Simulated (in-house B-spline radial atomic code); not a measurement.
A run on Tc (an excited or competing configuration) that did not converge. Method: scalar-relativistic (X2C) wB97X, spin-polarised, spherical fractional occupations, exact exchange averaged over the configuration, Fermi nucleus of rms radius 4.41117 fm; computed with a B-spline radial code for spherical atoms.

Command:
```bash
python run_scf.py task.json out
```
Settings (nuclear radius in fm, mass in u):
```
Z                43
configuration    [Ar] 3d10 4s2 4p5 4d5 4f1 5s2
hamiltonian      x2c
method           wb97x
spin_polarised   True
nucleus          fermi
rms_radius       4.41117
atomic_mass      96.90636
speed_of_light   137.035999084
exact_exchange   averaged over the configuration
```

First and last ten iterations of the last attempt (damped for 15 steps, keeping 80 % of the old Fock matrix, then DIIS):
```
 iter        energy (Eh)    residual
    1       -4273.866217    4.46e-01
    2       -4278.598039    3.17e-01
    3       -4280.854678    2.12e-01
    4       -4282.142463    1.42e-01
    5       -4282.899679    9.73e-02
    6       -4283.340074    6.30e-02
    7       -4283.546509    4.26e-02
    8       -4283.627723    3.17e-02
    9       -4283.662868    2.44e-02
   10       -4283.679205    1.91e-02
  111       -4283.697558    1.56e-03
  112       -4283.697628    1.85e-03
  113       -4283.697495    1.08e-03
  114       -4283.697443    7.07e-04
  115       -4283.697542    1.40e-03
  116       -4283.697422    7.55e-04
  117       -4283.697191    8.75e-04
  118       -4283.697243    7.06e-04
  119       -4283.697207    6.29e-04
  120       -4283.697351    8.19e-04
 not converged after 120 iterations
```

The smallest residual met was 4.2e-04; the threshold is about 4e-07. No energy from this run should be used. Time taken, with all properties: 52 s on 1 thread of Intel(R) Xeon(R) Platinum 8259CL CPU @ 2.50GHz, with other jobs on the host.
